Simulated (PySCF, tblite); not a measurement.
Compound: C9H10FN.
SMILES: `N#CC1=C[C@H]2CC[C@]1(F)CC2`

Method: PBE0/pcSseg-1 in PySCF (dipole) on a GFN2-xTB geometry, gas phase.

Masses are those of the commonest isotopes; rigid-rotor values at the optimised geometry. 

Task: Give the principal moments of inertia and the rotational constants in MHz.

Result: Ia = 276.70, Ib = 483.95, Ic = 561.82 u·Å²; 505379 MHz·u·Å²/I gives A = 1826, B = 1044, C = 899.5 MHz.

Task: Classify the top.

Result: An asymmetric top; Ray's κ = -0.688.

Task: Is it planar, by Δ = Ic − Ia − Ib?

Result: Not planar: Δ = Ic − Ia − Ib = -198.83 u·Å². For a rigid frame Δ = −2 Σ m c², so Σ m c² = 99.41 u·Å² lies off the ab plane: 24.55 from hydrogen and 74.87 from heavier atoms. The atom farthest from that plane is 2.14 Å away.

Task: Give the coordinates in the principal-axis frame, origin at the centre of mass.

Result: The sense of each axis is arbitrary; atoms in the order of the calculation.
```
atom  mass (u)   a (Å)   b (Å)   c (Å)
  N1    14.003   3.278   0.731   0.000
  C2    12.000   2.135   0.640   0.000
  C3    12.000   0.733   0.534   0.000
  C4    12.000  -0.115   1.569   0.000
  C5    12.000  -1.555   1.184   0.000
  C6    12.000  -1.814   0.316  -1.247
  C7    12.000  -0.851  -0.879  -1.251
  C8    12.000   0.037  -0.801   0.000
  F9    18.998   0.928  -1.856   0.000
 C10    12.000  -0.851  -0.879   1.250
 C11    12.000  -1.814   0.315   1.247
 H12     1.008   0.202   2.599  -0.001
 H13     1.008  -2.213   2.054   0.001
 H14     1.008  -2.850  -0.024  -1.233
 H15     1.008  -1.676   0.922  -2.143
 H16     1.008  -1.388  -1.828  -1.230
 H17     1.008  -0.212  -0.877  -2.134
 H18     1.008  -1.388  -1.828   1.230
 H19     1.008  -0.212  -0.877   2.134
 H20     1.008  -2.850  -0.024   1.233
 H21     1.008  -1.675   0.922   2.143
```

Task: List the rotational levels J(Ka,Kc) to J = 5 (MHz).

Result: Above 0(0,0):
J = 1: 1(0,1) 1944, 1(1,1) 2726, 1(1,0) 2871
J = 2: 2(0,2) 5813, 2(1,2) 6469, 2(1,1) 6903, 2(2,1) 9250, 2(2,0) 9268
J = 3: 3(0,3) 11573, 3(1,3) 12072, 3(1,2) 12939, 3(2,2) 15081, 3(2,1) 15171, 3(3,1) 19364, 3(3,0) 19366
J = 4: 4(0,4) 19181, 4(1,4) 19526, 4(1,3) 20963, 4(2,3) 22842, 4(2,2) 23099, 4(3,2) 27172, 4(3,1) 27182, 4(4,1) 33125, 4(4,0) 33125
J = 5: 5(0,5) 28598, 5(1,5) 28816, 5(1,4) 30948, 5(2,4) 32520, 5(2,3) 33078, 5(3,3) 36940, 5(3,2) 36980, 5(4,2) 42884, 5(4,1) 42885, 5(5,1) 50538, 5(5,0) 50538

Task: Predict some low-J microwave lines.

Result: The dipole components are |μa| = 6.00 D, |μb| = 1.09 D, |μc| = 0.00 D; the mirror of this Cs structure is the ab plane, so μc vanishes by symmetry and there are no c-type lines. The squared components, which scale the intensities, stand as 1.00 : 0.03 (a : b). Some lines, for components of 0.1 D or more:

| type | branch | J(Ka,Kc) | MHz | lower level (cm⁻¹) |
| --- | --- | --- | --- | --- |
| a | Q | 3(1,2) ← 3(1,3) | 867 | 0.403 |
| b | Q | 1(1,0) ← 1(0,1) | 927 | 0.065 |
| b | Q | 4(1,3) ← 4(0,4) | 1782 | 0.640 |
| b | Q | 2(2,0) ← 2(1,1) | 2365 | 0.230 |
| b | R | 1(1,1) ← 0(0,0) | 2726 | 0.000 |
| b | Q | 4(2,3) ← 4(1,4) | 3316 | 0.651 |
| b | Q | 3(3,0) ← 3(2,1) | 4195 | 0.506 |
| b | Q | 3(3,1) ← 3(2,2) | 4283 | 0.503 |
| b | Q | 4(3,2) ← 4(2,3) | 4330 | 0.762 |
| b | R | 3(0,3) ← 2(1,2) | 5104 | 0.216 |
| a | R | 3(1,3) ← 2(1,2) | 5604 | 0.216 |
| a | R | 3(1,2) ← 2(1,1) | 6036 | 0.230 |
| b | R | 4(0,4) ← 3(1,3) | 7108 | 0.403 |
| a | R | 4(0,4) ← 3(0,3) | 7608 | 0.386 |
| a | R | 4(3,2) ← 3(3,1) | 7808 | 0.646 |
| b | R | 4(1,4) ← 3(0,3) | 7952 | 0.386 |
| a | R | 4(1,3) ← 3(1,2) | 8023 | 0.432 |
| b | R | 3(2,1) ← 2(1,2) | 8702 | 0.216 |
| b | R | 3(3,1) ← 2(2,0) | 10097 | 0.309 |

Task: Estimate the classical rotational partition function at 10 K, 50 K and 100 K.

Result: Point group Cs, symmetry number σ = 1; q = (√π/σ)·√((kT/h)³/(ABC)), k/h = 20836.6 MHz/K: 4070 at 10 K, 45500 at 50 K, 129000 at 100 K.

Its GFN2-xTB frequencies are all real (lowest 84 cm⁻¹). Constants of a rigid frame at the computed geometry: no zero-point averaging, no centrifugal distortion. Quadrupole hyperfine structure (14N) is left out.

Time: 69 s (grids of density and orbitals included); peak memory 1.1 GiB. Hardware: Arm Neoverse V1, one thread, shared host. This is the PBE0/pcSseg-1 job that gave the dipole, with the shieldings it also computed.
